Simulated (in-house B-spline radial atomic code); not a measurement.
# RPA and G0W0 on PBE: Fe IX (Fe8+)

Configuration [Ne] 3s2 3p6, mean-field start PBE. Computed with a B-spline radial code for spherical atoms: all electrons, scalar-relativistic (spin-free one-electron X2C), finite nucleus, each spin shell either full or empty, empty states to l = 9 with an (l + 1/2)⁻⁴ tail; G0W0 by contour deformation at full frequency.

Command:
```bash
python run_gw.py task.json out
```
Settings (radii: box in bohr, nucleus in fm):
```
Z                        26
electrons                18
configuration            [Ne] 3s2 3p6
hamiltonian              x2c
method                   pbe,pbe
lmax                     9
rms_radius               3.7377
spin_polarised           False
box_radius               7.7
intervals                67
```

Cost of the run: 1.2 s on 1 thread of Arm Neoverse V2, with other jobs on the host.

Energies (hartree):

```tsv
term	value
mean-field total	-1251.73146
Hartree-Fock functional on these orbitals	-1251.14335
direct second order	-1.4733
second-order exchange	0.48936
SOSEX correction	0.44761
```

Question: What is the RPA correlation energy, and what remains with SOSEX?

Answer: RPA gives -1.2911 hartree (-1.95 eV per electron); RPA + SOSEX gives -0.84346, and the second-order doubles -0.98398 hartree (no singles). SOSEX takes back 35 % of the RPA value.

Quasi-particle levels (eV):

```csv
level,occupied,mean field,Σx - vxc,Σc,QP weight,G0W0
3p,yes,-220.38,-13.68,?,?,?
3d,no,-165.05,17.00,-3.47,0.973,-151.52
```

G0W0 = mean field + (Σx - vxc) + Σc, with Σc (partial-wave tail included) taken at the quasi-particle energy. Only the outer levels were computed. Levels of low weight are left out.

Question: Where does G0W0 put 3p?

Answer: At -234.39 eV, with Σc = -0.33 eV and a quasi-particle weight of 0.960. The tabulated removal energy is 233.6 ± 0.4 eV (NIST, semi-empirical); the calculation leaves out spin-orbit coupling, Breit and QED terms, and what these don't explain is the method's own error.
